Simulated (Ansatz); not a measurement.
Stepwise reaction of `[F][SnH]([Br])[Br]` with hydrogen, as a gas-phase model of exchange steps in deposition or etching. ΔE in kJ/mol; ΔG adds harmonic PBE0-D4 terms to CCSD(T)/CBS, at 1 bar.

Isolated molecules relaxed with PBE0-D4/def2-TZVP in Ansatz; ΔE leaves out vibrations. CBS: MP2 limit from def2 TZ/QZ plus the TZ coupled-cluster correction, frozen cores. This one scheme is used for every species. Functionals use def2-TZVPP. B3LYP here is the variant with VWN-RPA as its local correlation; programs differ in this. Elements past krypton have def2 core potentials. For Br, Sn outer-core shells are correlated without core-valence functions, which leaves a few kJ/mol of doubt a bond. Scalar relativity is left out up to krypton.

```tsv
step	reaction	PBE-D4	B3LYP-D4	ωB97M-V	CCSD(T)/CBS	ΔG(600 K)
1	`[F][SnH]([Br])[Br]` + H₂ → `[F][SnH2][Br]` + HBr	81.7	81.8	77.6	85.5	75.0
```

Problem. Give the row of step 2, `[F][SnH2][Br]` + H₂ → `[F][SnH3]` + HBr. (An estimate is asked.)

Solution. The calculation gave: 
```tsv
step	reaction	PBE-D4	B3LYP-D4	ωB97M-V	CCSD(T)/CBS	ΔG(600 K)
2	`[F][SnH2][Br]` + H₂ → `[F][SnH3]` + HBr	87.0	87.1	84.6	92.2	87.4
```

Problem. By hand: ΔE of the 2 steps together at CCSD(T)/CBS.

Solution. (85.5) + (92.2) = 177.7 kJ/mol, or 88.8 kJ/mol a step.

In ΔE each step is higher than the one before. All are uphill at CCSD(T)/CBS. ΔG lies between 75.0 and 87.4 kJ/mol a step. PBE-D4 differs from CCSD(T)/CBS by -5.2 to -3.8 kJ/mol a step. Isolated molecules leave out the surface, adducts and barriers. Largest T1 diagnostic: 0.014.
